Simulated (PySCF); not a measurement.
## Working out the excitation energy of He

He 1s2 (1S) → He 1s1 2p1 (3P). Calculation: PySCF 2.14, in aug-cc-pVTZ with one added diffuse shell each of s, p, d type (5s4p3d, 32 functions); the non-relativistic Hamiltonian (point nucleus). Frozen: nothing. Energies in hartree (1 hartree = 27.21139 eV):

| part | He (lower) | He (upper) |
| --- | --- | --- |
| UHF | -2.861184 | -2.126685 |
| CCSD correlation | -0.039424 | -0.001882 |
| (T) | 0.000000 | 0.000000 |

Question: What does Hartree-Fock give?

Answer: (-2.126685) − (-2.861184) = 0.734499 hartree = 19.987 eV.

Question: What do CCSD and CCSD(T) give?

Answer: The CCSD correlation energies differ by 0.037542 hartree = 1.022 eV and the triples by 0.000000 hartree = 0.000 eV, so CCSD gives 21.009 eV and CCSD(T) 21.009 eV.

Measured between the centres of the two terms (NIST): 20.964 eV, so CCSD(T) (valence) is off by 0.045 eV.

What remains against the reference includes basis incompleteness and higher excitations.
